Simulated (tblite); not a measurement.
Problem. Write a Z-matrix for `C/C=C/C[SiH-]C#N` as optimised with GFN2-xTB. (Charge -1.)

Solution. 
Z-matrix in Å and degrees, rows numbered from 1:
```
C 
C   1  1.4984
C   2  1.3337  1  124.63
C   3  1.4612  2  125.91  1  -172.86
Si  4  1.9443  3  108.86  2   100.21
C   5  1.8421  4  102.60  3    60.07
N   6  1.1618  5  164.45  4   125.27
H   1  1.0953  2  111.25  3  -122.86
H   1  1.0892  2  110.40  3    -2.42
H   1  1.0945  2  111.14  3   117.62
H   2  1.0856  1  115.51  3  -178.61
H   3  1.0870  2  118.75  1     0.64
H   4  1.0935  3  111.72  2   -19.29
H   4  1.0920  3  111.62  2  -140.83
H   5  1.4863  4  102.42  3   -44.32
```

Of the pairs four or more bonds apart, H9···H12 is among the closest relative to their van der Waals radii: 2.39 Å, 100 % of the sum of Bondi's values. The C–C distances run from 1.334 Å (C2=C3, drawn double) to 1.498 Å (C1–C2, drawn single), a spread of 0.164 Å. C3 (alkene CH carbon) is planar (angles 125.9°, 118.8° and 115.1°, sum 359.7°, 0.04 Å off the plane of its three neighbours). Si5 (silicon bonded to 2 C and H) is pyramidal (angles 102.6°, 102.4° and 100.9°, sum 306.0°, 0.76 Å off the plane of its three neighbours).

The geometry is computed with GFN2-xTB (gas phase).

Point group: C1 (no symmetry element, even within 0.4 Å). Its GFN2-xTB frequencies are all real (lowest 31 cm⁻¹). Torsions: C2–C3–C4–Si5 100°, C3–C4–Si5–C6 60°, C4–Si5–C6–N7 125°. 3 starts were optimised and ended at 0.00, 0.88 and 1.27 kcal/mol (GFN2-xTB); the lowest of these is shown.

One conformer stands for the species.
